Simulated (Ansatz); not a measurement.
Computed with frozen-core CCSD(T)/cc-pVTZ // PBE0-D4/def2-TZVP in Ansatz (a quantum-chemistry and plane-wave program).

Ansatz 0.2 input:
```yaml
crystal:
  periodic: [false, false, false]
  atoms:
    - { symbol: N, position_ang: [1.270688, -0.288845, -0.405805] }
    - { symbol: Si, position_ang: [-0.424133, -0.046528, -0.030143] }
    - { symbol: H, position_ang: [1.882782, 0.230154, 0.228268] }
    - { symbol: H, position_ang: [-0.707465, -0.3141, 1.409342] }
    - { symbol: H, position_ang: [-1.241379, -0.951315, -0.871702] }
    - { symbol: H, position_ang: [-0.780494, 1.370635, -0.329958] }
basis:
  gaussian: { orbitals: cc-pVTZ }
correlation:
  method: ccsd_t
magnetization:
  spin_polarized: true
  initial_magnetization: 1
```

Output:

```
Functional definition: HF
684 factors; integrals over basis functions are off by at most 1.2e-3 eV
mean field evaluation 1: about -9404.0913 eV, gradient 2.0e1 eV
mean field evaluation 2: about -9404.1004 eV, gradient 2.0e1 eV
mean field evaluation 4: about -9407.1003 eV, gradient 3.0e0 eV
mean field evaluation 8: about -9407.2543 eV, gradient 1.4e-1 eV
mean field evaluation 16: about -9407.2280 eV, gradient 8.9e-1 eV
mean field evaluation 32: about -9407.2428 eV, gradient 3.3e-1 eV
mean field evaluation 64: about -9404.4702 eV, gradient 1.6e1 eV
mean field -9407.25475106 eV, -345.7102356351 hartree, gradient 2.4e-6 eV, S^2 0.759079; 5 other end points of the search recorded, 0 dependent functions left out
determinant -9407.25475106 eV, -345.7102356351 hartree, with singles and doubles -9416.63792019 eV, -346.0550607404 hartree
determinant -9406.08315301 eV, -345.6671802009 hartree, with singles and doubles -9415.48247846 eV, -346.0125990401 hartree
6 core orbitals not correlated
reference -9407.25475106 eV, -345.7102356351 hartree; 7, 6 occupied and 107, 108 virtual orbitals, 684 factors
second order -8.21874038 eV of doubles, -0.00000000 eV of singles
cycle   1  -9.21042759 eV  change   -7.4e-1 eV  update   2.1e-2
cycle   2  -9.22529298 eV  change   -1.5e-2 eV  update   5.2e-3
cycle   3  -9.22660962 eV  change   -1.3e-3 eV  update   2.4e-3
cycle   4  -9.22788112 eV  change   -1.3e-3 eV  update   1.0e-3
cycle   5  -9.22852184 eV  change   -6.4e-4 eV  update   5.5e-4
cycle   6  -9.22868369 eV  change   -1.6e-4 eV  update   2.4e-4
cycle   7  -9.22876229 eV  change   -7.9e-5 eV  update   8.5e-5
cycle   8  -9.22877124 eV  change   -9.0e-6 eV  update   3.2e-5
cycle   9  -9.22875497 eV  change    1.6e-5 eV  update   1.8e-5
cycle  10  -9.22875130 eV  change    3.7e-6 eV  update   1.4e-5
perturbative correction -0.28825967 eV, -0.0105933476 hartree
Total energy: -9416.77176203 eV, -346.0599793375 hartree
```

Cost: very roughly 30 core-seconds.
